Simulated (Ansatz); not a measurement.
Wavefunction ladder for `CC(=O)[SeH]`

```json
{"atom": "C1", "x (Å)": "0.032", "y (Å)": "0.063", "z (Å)": "-0.862"}
{"atom": "C2", "x (Å)": "-0.211", "y (Å)": "0.659", "z (Å)": "0.492"}
{"atom": "O3", "x (Å)": "-0.536", "y (Å)": "1.789", "z (Å)": "0.693"}
{"atom": "Se4", "x (Å)": "0.032", "y (Å)": "-0.532", "z (Å)": "2.021"}
{"atom": "H5", "x (Å)": "-0.133", "y (Å)": "0.826", "z (Å)": "-1.622"}
{"atom": "H6", "x (Å)": "1.055", "y (Å)": "-0.313", "z (Å)": "-0.926"}
{"atom": "H7", "x (Å)": "-0.644", "y (Å)": "-0.779", "z (Å)": "-1.026"}
{"atom": "H8", "x (Å)": "0.405", "y (Å)": "-1.713", "z (Å)": "1.231"}
```

The species carries charge 0 and has multiplicity 1. Correlated methods include outer-core shells of Se, which these sets cover unevenly. Scalar relativity is left out up to krypton. All single points use the PBE0-D4/def2-TZVP geometry. It is one conformer, not always the lowest. Frozen core, restricted reference, the Gaussian-basis code of Ansatz.

```tsv
basis	HF (Eh)	MP2 corr.
def2-SVP	-2552.35015	-0.69226
def2-TZVPP	-2552.82992	-0.83699
def2-QZVPP	-2552.88440	-1.17970
```

Task: Estimate the CCSD correlation energy and the (T) correction in each basis where they were run (hartree).

Result: 
```
     basis  CCSD corr.       (T)
  def2-SVP    -0.71766  -0.02323
def2-TZVPP    -0.85658  -0.03689
```
